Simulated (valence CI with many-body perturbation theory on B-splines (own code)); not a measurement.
# E1 transitions of Bi77+

Method: relativistic CI+MBPT: four valence electrons over a frozen Dirac-Fock core [He], radial functions for each j: 11 s, 11 p, 10 d, 8 f, 5 g, 2 h, with the one-electron correlation potential Σ1, the two-electron term Σ2, the three-electron term Σ3, Breit, model QED; selected CI, second order for the rest, scaled by the run's own slope (own B-spline code, finite nucleus).

No measured spectrum was set against this ion. As an estimate, large intervals hold to a few tenths of a per cent, small ones and those within an open d or f shell to about a per cent. Among the levels kept, up to 1100 cm⁻¹ of a level comes from second order outside the variational space, and about a tenth of that is noise between levels of different J, which matters for small intervals.

Lines 201 to 250 of 554 in falling wavelength, among levels below 158980 × 10³ cm⁻¹, chosen from the strongest by gf and those to the six lowest levels. Wavelengths and rates use the calculated energies. Electric multipoles are in the length gauge, E1 and E2 with the static RPA response of the core. Weak lines are less certain than strong ones. Lines between different terms over intervals too small for the method are left out, as are lines whose strength nearly cancels. The highest levels of a list are the least certain.

Levels are named by their leading jj configuration (3d3/2^4 stands for four electrons in 3d with j = 3/2), which in mixed levels can hold well under half, so a name can repeat and another be missing. Letters in brackets count levels of one name in rising energy.

| λ vac (nm) | Upper | Lower | A (s⁻¹) | S (a.u.) with core polarisation | S without |
| --- | --- | --- | --- | --- | --- |
| 0.4318 | (2p1/2^2 2p3/2 3p1/2) J=1 | (2s 2p1/2^2 3p1/2) J=0 | 1.93e+13 | 2.30e-03 | 2.30e-03 |
| 0.4318 | (2p1/2^2 2p3/2 3d5/2) J=3 | (2s 2p1/2^2 3d5/2) J=2 | 1.16e+13 | 3.23e-03 | 3.23e-03 |
| 0.4318 | (2s 2p1/2 2p3/2 3d5/2) J=2 [d] | (2s^2 2p1/2 3d5/2) J=3 | 3.28e+13 | 6.52e-03 | 6.53e-03 |
| 0.4318 | (2p1/2 2p3/2^2 3p1/2) J=1 [b] | (2s 2p1/2 2p3/2 3p1/2) J=1 [b] | 2.01e+13 | 2.39e-03 | 2.40e-03 |
| 0.4317 | (2p1/2^2 2p3/2 3d3/2) J=3 | (2s 2p1/2^2 3d3/2) J=2 | 2.52e+13 | 7.01e-03 | 7.02e-03 |
| 0.4316 | (2s 2p1/2 2p3/2 3p3/2) J=2 [d] | (2s^2 2p1/2 3p3/2) J=2 | 3.45e+13 | 6.84e-03 | 6.85e-03 |
| 0.4316 | (2p1/2^2 2p3/2 3p1/2) J=1 | (2s 2p1/2^2 3p1/2) J=1 | 9.82e+12 | 1.17e-03 | 1.17e-03 |
| 0.4316 | (2s 2p1/2 2p3/2 3d3/2) J=0 [b] | (2s^2 2p1/2 3d3/2) J=1 | 3.98e+13 | 1.58e-03 | 1.58e-03 |
| 0.4316 | (2s 2p1/2 2p3/2 3d5/2) J=1 [c] | (2s^2 2p1/2 3d5/2) J=2 | 3.76e+13 | 4.48e-03 | 4.48e-03 |
| 0.4316 | (2p1/2^2 2p3/2 3d5/2) J=2 | (2s 2p1/2^2 3d5/2) J=3 | 6.63e+12 | 1.32e-03 | 1.32e-03 |
| 0.4315 | (2p1/2 2p3/2^2 3p1/2) J=0 | (2s 2p1/2 2p3/2 3p1/2) J=1 [c] | 6.14e+13 | 2.44e-03 | 2.44e-03 |
| 0.4315 | (2s 2p1/2 2p3/2 3p3/2) J=1 [c] | (2s^2 2p1/2 3p3/2) J=1 | 2.57e+13 | 3.06e-03 | 3.06e-03 |
| 0.4315 | (2p1/2^2 2p3/2 3p1/2) J=2 | (2s 2p1/2^2 3p1/2) J=1 | 2.85e+13 | 5.65e-03 | 5.66e-03 |
| 0.4315 | (2p1/2 2p3/2^2 3s) J=3 | (2s 2p1/2 2p3/2 3s) J=2 [b] | 5.67e+12 | 1.57e-03 | 1.58e-03 |
| 0.4314 | (2s 2p1/2 2p3/2 3p3/2) J=1 [c] | (2s^2 2p1/2 3p3/2) J=2 | 1.26e+13 | 1.50e-03 | 1.50e-03 |
| 0.4314 | (2s 2p1/2 2p3/2 3s) J=2 [c] | (2s^2 2p1/2 3s) J=1 | 3.60e+13 | 7.14e-03 | 7.14e-03 |
| 0.4312 | (2s 2p3/2^2 3s) J=1 [b] | (2s^2 2p3/2 3s) J=1 | 5.22e+13 | 6.20e-03 | 6.21e-03 |
| 0.4312 | (2s 2p1/2 2p3/2 3s) J=1 [c] | (2s^2 2p1/2 3s) J=0 | 2.99e+13 | 3.55e-03 | 3.55e-03 |
| 0.4310 | (2s 2p1/2 2p3/2 3d5/2) J=2 [d] | (2s^2 2p1/2 3d5/2) J=2 | 6.37e+12 | 1.26e-03 | 1.26e-03 |
| 0.4309 | (2s 2p3/2^2 3s) J=1 [a] | (2s^2 2p3/2 3s) J=2 | 2.80e+13 | 3.32e-03 | 3.33e-03 |
| 0.4306 | (2s 2p3/2^2 3p1/2) J=1 [b] | (2s^2 2p3/2 3p1/2) J=2 | 2.73e+13 | 3.22e-03 | 3.23e-03 |
| 0.4305 | (2s 2p3/2^2 3p1/2) J=1 [a] | (2s^2 2p3/2 3p1/2) J=1 | 5.06e+13 | 5.98e-03 | 5.98e-03 |
| 0.4305 | (2s 2p3/2^2 3p1/2) J=2 [b] | (2s^2 2p3/2 3p1/2) J=2 | 5.36e+13 | 1.06e-02 | 1.06e-02 |
| 0.4304 | (2s 2p3/2^2 3p1/2) J=0 | (2s^2 2p3/2 3p1/2) J=1 | 3.09e+13 | 1.21e-03 | 1.22e-03 |
| 0.4303 | (2p1/2 2p3/2^2 3s) J=1 [b] | (2s 2p1/2 2p3/2 3s) J=1 [b] | 1.62e+13 | 1.91e-03 | 1.91e-03 |
| 0.4303 | (2s 2p1/2 2p3/2 3p3/2) J=1 [d] | (2s^2 2p1/2 3p3/2) J=1 | 1.14e+13 | 1.35e-03 | 1.35e-03 |
| 0.4303 | (2s 2p3/2^2 3s) J=2 [b] | (2s^2 2p3/2 3s) J=1 | 7.85e+12 | 1.54e-03 | 1.55e-03 |
| 0.4303 | (2s 2p1/2 2p3/2^2) J=0 | (2s^2 2p1/2 2p3/2) J=1 | 3.09e+13 | 1.22e-03 | 1.22e-03 |
| 0.4302 | (2s 2p1/2 2p3/2 3p3/2) J=1 [d] | (2s^2 2p1/2 3p3/2) J=2 | 2.43e+13 | 2.87e-03 | 2.87e-03 |
| 0.4300 | (2p1/2^2 2p3/2 3s) J=2 | (2s 2p1/2^2 3s) J=1 | 2.82e+13 | 5.54e-03 | 5.54e-03 |
| 0.4300 | (2p1/2^2 2p3/2 3d3/2) J=1 | (2s 2p1/2^2 3d3/2) J=1 | 2.46e+13 | 2.89e-03 | 2.89e-03 |
| 0.4297 | (2p1/2 2p3/2^2 3s) J=2 [b] | (2s 2p1/2 2p3/2 3s) J=2 [b] | 2.05e+13 | 4.00e-03 | 4.01e-03 |
| 0.4295 | (2p1/2^2 2p3/2 3p3/2) J=2 | (2s 2p1/2^2 3p3/2) J=1 | 1.30e+13 | 2.55e-03 | 2.55e-03 |
| 0.4293 | (2p1/2^2 2p3/2 3d5/2) J=1 | (2s 2p1/2^2 3d5/2) J=2 | 2.97e+13 | 3.48e-03 | 3.48e-03 |
| 0.4290 | (2p1/2^2 2p3/2 3d3/2) J=0 | (2s 2p1/2^2 3d3/2) J=1 | 3.00e+13 | 1.17e-03 | 1.17e-03 |
| 0.4290 | (2s 2p1/2 2p3/2^2) J=1 [a] | (2s^2 2p1/2 2p3/2) J=2 | 6.11e+12 | 7.14e-04 | 7.15e-04 |
| 0.4290 | (2p1/2 2p3/2^2 3p1/2) J=3 | (2s 2p1/2 2p3/2 3p1/2) J=3 | 2.65e+13 | 7.22e-03 | 7.23e-03 |
| 0.4289 | (2p1/2^2 2p3/2 3d5/2) J=3 | (2s 2p1/2^2 3d5/2) J=3 | 1.62e+13 | 4.40e-03 | 4.41e-03 |
| 0.4288 | (2s 2p1/2^2 2p3/2) J=1 | (2s^2 2p1/2^2) J=0 | 3.98e+13 | 4.65e-03 | 4.66e-03 |
| 0.4287 | (2p1/2^2 2p3/2 3p3/2) J=2 | (2s 2p1/2^2 3p3/2) J=2 | 1.46e+13 | 2.84e-03 | 2.84e-03 |
| 0.4287 | (2s 2p3/2^2 3s) J=2 [b] | (2s^2 2p3/2 3s) J=2 | 5.02e+13 | 9.76e-03 | 9.77e-03 |
| 0.4280 | (2p1/2 2p3/2^2 3p1/2) J=2 [b] | (2s 2p1/2 2p3/2 3p1/2) J=2 [b] | 2.75e+13 | 5.33e-03 | 5.34e-03 |
| 0.4279 | (2s 2p1/2 2p3/2^2) J=2 [b] | (2s^2 2p1/2 2p3/2) J=2 | 5.56e+13 | 1.08e-02 | 1.08e-02 |
| 0.4271 | (2s 2p1/2 2p3/2^2) J=1 [b] | (2s^2 2p1/2 2p3/2) J=2 | 3.22e+13 | 3.71e-03 | 3.72e-03 |
| 0.4269 | (2p1/2 2p3/2^2 3s) J=1 [a] | (2s 2p1/2 2p3/2 3s) J=1 [a] | 2.19e+13 | 2.52e-03 | 2.52e-03 |
| 0.4268 | (2p1/2 2p3/2^2 3s) J=3 | (2s 2p1/2 2p3/2 3s) J=3 | 2.59e+13 | 6.95e-03 | 6.96e-03 |
| 0.4265 | (2p1/2 2p3/2^2 3p1/2) J=2 [a] | (2s 2p1/2 2p3/2 3p1/2) J=2 [a] | 2.36e+13 | 4.52e-03 | 4.53e-03 |
| 0.4264 | (2s 2p3/2^2 3s) J=0 | (2s^2 2p3/2 3s) J=1 | 3.03e+13 | 1.16e-03 | 1.16e-03 |
| 0.4264 | (2s 2p1/2 2p3/2^2) J=1 [a] | (2s^2 2p1/2 2p3/2) J=1 | 5.49e+13 | 6.30e-03 | 6.31e-03 |
| 0.4260 | (2p1/2 2p3/2^2 3p1/2) J=1 [a] | (2s 2p1/2 2p3/2 3p1/2) J=1 [a] | 2.48e+13 | 2.84e-03 | 2.85e-03 |
